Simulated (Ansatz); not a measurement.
C₅H₄ClF₅O₂Ti, SMILES `CC1=CC(C(F)(F)F)=[O+][Ti-]([F])([F])([Cl])[O]1` at its PBE0-D4/def2-TZVP geometry, where that method's forces vanish. Total charge 0; spin multiplicity 1.

```xyz
18

C     1.7243   -1.1771    1.8125
C     0.6794   -0.5560    0.9522
C     1.0173    0.0432   -0.2823
C     0.0364    0.6109   -1.0466
C     0.3832    1.2921   -2.3730
F    -0.2668    0.7039   -3.3724
F     0.0267    2.5726   -2.3342
F     1.6890    1.2325   -2.6349
O    -1.2104    0.6555   -0.7823
Ti   -2.3316   -0.0495    0.6479
F    -2.5974    0.6781    2.2139
F    -3.6751    0.7099   -0.1845
Cl   -2.9119   -2.1607    0.4944
O    -0.5025   -0.5868    1.3693
H     1.6657   -0.7447    2.8136
H     2.7260   -1.0475    1.4079
H     1.5048   -2.2434    1.9127
H     2.0429    0.0671   -0.6141
```

Task: What forces (eV/Å) does ωB97M-V/def2-TZVPP give on these atoms in Ansatz? (Estimate.)

Result: Computed: 
```
C1   0.154 -0.117  0.166
C2   0.003  0.015 -0.030
C3   0.100  0.094 -0.208
C4   0.329 -0.087  0.073
C5  -0.039 -0.084  0.150
F6  -0.121 -0.110 -0.175
F7  -0.068  0.233  0.015
F8   0.238 -0.013 -0.045
O9  -0.261  0.043  0.011
Ti10-0.074  0.039 -0.035
F11 -0.007  0.025  0.062
F12 -0.041  0.017 -0.018
Cl13-0.033 -0.088 -0.005
O14 -0.044 -0.023  0.093
H15  0.001 -0.024 -0.088
H16 -0.077 -0.007  0.028
H17  0.012  0.089 -0.021
H18 -0.073 -0.004  0.026
```
